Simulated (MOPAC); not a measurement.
MOPAC input (AM1):

```
AM1 PRECISE GNORM=0.05 LET XYZ UHF MS=0.5 GEO-OK AUX(PRECISION=9) THREADS=1
C2H9N2Si

C     0.69576000 1   -0.07813900 1   -1.73553100 1
Si    0.02758200 1    0.00512900 1   -0.01380000 1
C    -1.82713900 1    0.25641200 1   -0.10615900 1
N     0.94907300 1    1.22498300 1    0.77658500 1
N     0.24566300 1   -1.41112400 1    0.95372300 1
H     0.09904900 1   -0.40344500 1   -2.58208400 1
H     1.73889500 1    0.10342000 1   -1.97588100 1
H    -2.32115400 1   -0.57887100 1   -0.61050900 1
H    -2.25964800 1    0.34854400 1    0.89244700 1
H    -2.06710100 1    1.16451900 1   -0.66320200 1
H     0.82809800 1    1.40411600 1    1.76090500 1
H     1.25346900 1    2.04736600 1    0.28154200 1
H    -0.41000000 1   -2.17403900 1    0.88818000 1
H     1.17736900 1   -1.75006000 1    1.13977300 1
```

From the output:

```
                                                       MOPAC v23.2.5 Linux

          FINAL HEAT OF FORMATION =        -43.57617 KCAL/MOL =    -182.32269 KJ/MOL

          COSMO AREA              =        130.94 SQUARE ANGSTROMS
          COSMO VOLUME            =        121.80 CUBIC ANGSTROMS

          GRADIENT NORM           =          0.03752          =       0.01003 PER ATOM
          IONIZATION POTENTIAL    =          9.666979 EV
          ALPHA SOMO LUMO (EV)    =         -9.692  2.213
          BETA  SOMO LUMO (EV)    =         -9.667  0.781
          NO. OF ALPHA ELECTRONS  =         16
          NO. OF BETA  ELECTRONS  =         15
          MOLECULAR WEIGHT        =         89.1920         POINT GROUP:  C1

          MOLECULAR DIMENSIONS (Angstroms)

            Atom       Atom       Distance
            H    13    H     7     4.71863
            H    12    H     8     4.52892
            H     6    H    10     3.83944

          SCF CALCULATIONS        =        140

   ATOM   CHEMICAL          X               Y               Z
  NUMBER   SYMBOL      (ANGSTROMS)     (ANGSTROMS)     (ANGSTROMS)

     1       C          0.71264849  *  -0.13179138  *  -1.66745407  *
     2      Si          0.03754578  *  -0.01168930  *  -0.03078111  *
     3       C         -1.76172677  *   0.33238405  *  -0.06836377  *
     4       N          0.79085597  *   1.28190604  *   0.78432651  *
     5       N          0.27254935  *  -1.50345468  *   0.75966236  *
     6       H          0.75357994  *  -1.06724848  *  -2.22894880  *
     7       H          1.10520538  *   0.72731688  *  -2.21503028  *
     8       H         -2.31443927  *  -0.45280912  *  -0.63308472  *
     9       H         -2.19353115  *   0.36921323  *   0.95783769  *
    10       H         -1.98028605  *   1.30972585  *  -0.55616156  *
    11       H          0.34924635  *   1.83141403  *   1.46981421  *
    12       H          1.73678051  *   1.52746678  *   0.67631137  *
    13       H         -0.28949369  *  -1.82887041  *   1.49794467  *
    14       H          1.02479179  *  -2.11093356  *   0.58121955  *

                             CARTESIAN COORDINATES

   1    C        0.712648486    -0.131791380    -1.667454072
   2   Si        0.037545779    -0.011689297    -0.030781114
   3    C       -1.761726769     0.332384050    -0.068363770
   4    N        0.790855970     1.281906039     0.784326507
   5    N        0.272549347    -1.503454683     0.759662364
   6    H        0.753579939    -1.067248484    -2.228948798
   7    H        1.105205384     0.727316878    -2.215030279
   8    H       -2.314439266    -0.452809124    -0.633084724
   9    H       -2.193531147     0.369213231     0.957837695
  10    H       -1.980286048     1.309725848    -0.556161562
  11    H        0.349246350     1.831414027     1.469814211
  12    H        1.736780508     1.527466778     0.676311375
  13    H       -0.289493686    -1.828870415     1.497944671
  14    H        1.024791788    -2.110933565     0.581219554

           Empirical Formula: C2 H9 N2 Si  =    14 atoms

      MOLECULAR POINT GROUP   :   C1

          ALPHA EIGENVALUES
 -32.02340 -31.78002 -28.45203 -27.52873 -16.45165 -16.30218 -15.80715 -15.05434
 -13.66410 -13.33651 -12.84830 -12.45870 -11.50119  -9.84736  -9.77123  -9.69158
   2.21319   2.58409   2.65276   3.07036   4.69266   4.71358   4.89860   4.94971
   5.49455   5.90812   6.06752   6.71241   6.96588

           BETA EIGENVALUES
 -31.99948 -31.77102 -28.35366 -25.76317 -16.42173 -16.27517 -15.80637 -14.98452
 -13.53333 -13.07481 -12.81271 -12.26060 -11.06199  -9.75998  -9.66698   0.78100
   2.56010   2.59537   3.01270   3.21413   4.71842   4.75054   5.24146   5.50846
   5.63378   5.90884   6.06386   6.71530   6.98073

              NET ATOMIC CHARGES AND DIPOLE CONTRIBUTIONS

  ATOM NO.   TYPE          CHARGE      No. of ELECS.   s-Pop       p-Pop
    1          C          -0.603421        4.6034     1.36869     3.23474
    2         Si           1.552743        2.4473     0.70697     1.74029
    3          C          -0.602279        4.6023     1.27928     3.32300
    4          N          -0.759955        5.7600     1.51391     4.24604
    5          N          -0.759640        5.7596     1.51390     4.24573
    6          H           0.104144        0.8959     0.89586
    7          H           0.104599        0.8954     0.89540
    8          H           0.088485        0.9115     0.91151
    9          H           0.081254        0.9187     0.91875
   10          H           0.088028        0.9120     0.91197
   11          H           0.176590        0.8234     0.82341
   12          H           0.176421        0.8236     0.82358
   13          H           0.176446        0.8236     0.82355
   14          H           0.176585        0.8234     0.82341
 DIPOLE           X         Y         Z       TOTAL
 POINT-CHG.     0.077    -0.016     0.390     0.398
 HYBRID         0.209    -0.040     0.133     0.251
 SUM            0.286    -0.056     0.523     0.599

          ATOMIC ORBITAL ELECTRON POPULATIONS

     Atom    s        px        py        pz
    1  C   1.36869   1.01981   1.03872   1.17620
    2 Si   0.70697   0.61972   0.53112   0.58945
    3  C   1.27928   1.22906   1.05223   1.04171
    4  N   1.51391   1.18946   1.50889   1.54769
    5  N   1.51390   1.37047   1.38117   1.49409
    6  H   0.89586
    7  H   0.89540
    8  H   0.91151
    9  H   0.91875
   10  H   0.91197
   11  H   0.82341
   12  H   0.82358
   13  H   0.82355
   14  H   0.82341

                    (SZ)    =    0.500000
                    (S**2)  =    0.764439

          ATOMIC ORBITAL SPIN POPULATIONS

    Atom   Total    s     px     py     pz
         Atomic
    1  C  1.1635  0.062  0.822  0.090  0.190
    2 Si -0.0871 -0.021 -0.024 -0.002 -0.040
    3  C  0.0405  0.007  0.027  0.004  0.003
    4  N  0.0042  0.001  0.000  0.004 -0.002
    5  N  0.0057  0.001  0.001  0.005 -0.001
    6  H -0.0578 -0.058
    7  H -0.0578 -0.058
    8  H -0.0025 -0.002
    9  H -0.0024 -0.002
   10  H -0.0024 -0.002
   11  H -0.0013 -0.001
   12  H -0.0005 -0.001
   13  H -0.0015 -0.001
   14  H -0.0006 -0.001

 **********************
 *                    *
 * JOB ENDED NORMALLY *
 *                    *
 **********************

 == MOPAC DONE ==
```

The geometry given is a B3LYP-D3(BJ)/def2-TZVP minimum.
